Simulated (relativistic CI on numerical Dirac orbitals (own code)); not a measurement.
**Lu XXV: sensitivity of the levels to the model**

Base calculation: Dirac-Coulomb-Breit CI, KLI orbitals optimised for each configuration, model QED (radiative potential, 1s self-energy scaled to tabulated hydrogen-like ionisation energies), unscaled Slater integrals.

Configurations in the expansion (outside the closed core [Ar] 3d10): 4s2 4p6 4d10 4f, 4s2 4p6 4d10 5s, 4s2 4p6 4d9 4f2, 4s2 4p6 4d10 5p, 4s2 4p5 4d10 4f2, 4s2 4p6 4d10 5d, 4s2 4p6 4d9 4f 5s, 4s2 4p6 4d10 5f, 4s 4p6 4d10 4f2, 4s2 4p6 4d10 6s, 4s2 4p6 4d9 4f 5p, 4s2 4p6 4d10 5g, 4s2 4p6 4d10 6p, 4s2 4p6 4d10 6d, 4s2 4p6 4d10 6f, 4s2 4p6 4d10 7s, 4s2 4p5 4d10 4f 5s, 4s2 4p6 4d10 7p, 4s2 4p6 4d9 4f 5f, 4s 4p6 4d10 5s2, 4s2 4p6 4d10 8s, 4s2 4p6 4d9 4f 6p. Double excitations out of closed p, d and f shells are left out; levels of such configurations are missing from the list, as are those of other unlisted configurations, and high levels can miss mixing partners.

The lowest level and the first level of each name with at least 55 % of one term (blank where a level has no safe partner in the second run):

```csv
Level,Base (cm⁻¹),Shift (cm⁻¹)
4s2 4p6 4d10 4f 2F°_5/2,0,0
4s2 4p6 4d10 4f 2F°_7/2,21412,0
4s2 4p6 4d10 5s 2S_1/2,798726,+11359
4s2 4p6 4d10 5p 2P°_1/2,1122369,+12594
4s2 4p6 4d10 5p 2P°_3/2,1291622,+12594
4s2 4p6 4d9 4f2 4F_3/2,1411517,+877
4s2 4p6 4d9 4f2 4F_5/2,1415950,+877
4s2 4p6 4d9 4f2 4F_7/2,1427464,+877
4s2 4p6 4d9 4f2 4F_9/2,1443436,+877
4s2 4p6 4d9 4f2 4K_15/2,1461323,+876
4s2 4p6 4d9 4f2 4D_3/2,1464281,+877
4s2 4p6 4d9 4f2 4K_17/2,1468478,+876
4s2 4p6 4d9 4f2 4D_1/2,1474674,+876
4s2 4p6 4d9 4f2 4H_13/2,1475686,+877
4s2 4p6 4d9 4f2 2D_3/2,1494282,+880
4s2 4p6 4d9 4f2 4P_1/2,1499210,+877
4s2 4p6 4d9 4f2 2I_13/2,1501673,+877
4s2 4p6 4d9 4f2 4I_15/2,1505721,+876
4s2 4p6 4d9 4f2 2L_17/2,1506140,+876
4s2 4p6 4d9 4f2 2H_11/2,1512144,+877
4s2 4p6 4d9 4f2 2G_9/2,1512666,+878
```

At this charge transitions that keep the count of f electrons are usually good to a few per cent. Terms inside the open d or f shell come out 10 to 20 % too wide with unscaled integrals. Levels that differ in their count of f electrons can be misplaced by several ten thousand cm⁻¹, since the correlation energy of f electrons is missing or only estimated; rates across such gaps can be off by orders of magnitude.

(1) One thing was changed in a second run, which moved the levels as shown. Which?
A. QED terms removed
B. configuration mixing switched off
C. P86 correlation estimate
D. only the first 3 configurations
E. Breit term removed

## Answers

(1) C. P86 correlation estimate. A correlation estimate moves all levels of a configuration together before mixing; mixed levels move by a weighted share.

LS names give the leading component of a level, which can be under half, so a name can repeat, a term be missing and a line seem to break the LS rules.
